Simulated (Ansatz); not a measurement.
chloroform (CHCl3), singlet, at a GFN2-xTB geometry; SC-NEVPT2/STO-3G, CASSCF(6,5) (Ansatz, a first-principles code).

Ansatz was given this input:
Ansatz 0.2 input:
```yaml
crystal:
  periodic: [false, false, false]
  atoms:
    - {symbol: C, position_ang: [-0.00102295, 0.00710830, 0.48100116]}
    - {symbol: H, position_ang: [-0.00334391, 0.02323614, 1.57233262]}
    - {symbol: Cl, position_ang: [0.00925814, 1.67396575, -0.11215631]}
    - {symbol: Cl, position_ang: [1.44662035, -0.84673105, -0.07184825]}
    - {symbol: Cl, position_ang: [-1.45532076, -0.83111035, -0.07825071]}
basis:
  gaussian:
    orbitals: STO-3G
magnetization: {spin_polarized: false}
correlation: {method: sc_nevpt2, electrons: all, active_space: {window: {electrons: 6, orbitals: 5}}}
```

It wrote (shortened):

```
Functional definition: HF
380 factors; integrals over basis functions are off by at most 2.6e-5 eV
mean field evaluation 1: about -38136.0702 eV, gradient 3.9e1 eV
mean field evaluation 2: about -38136.1912 eV, gradient 3.9e1 eV
mean field evaluation 4: about -38142.0433 eV, gradient 1.6e0 eV
mean field evaluation 8: about -38142.0573 eV, gradient 2.5e-4 eV
mean field -38142.05730883 eV, -1401.6947524847 hartree, gradient 7.7e-7 eV, S^2 0.000000; 0 other end points of the search recorded, 0 dependent functions left out
reference -38142.05730883 eV, -1401.6947524847 hartree; 29, 29 occupied and 4, 4 virtual orbitals, 380 factors
state -38143.21830066 eV, -1401.7374181473 hartree
state -38143.21830066 eV, -1401.7374181473 hartree; corrected -38144.61681529 eV, -1401.7888126120 hartree
Total energy: -38144.61681529 eV, -1401.7888126120 hartree
```
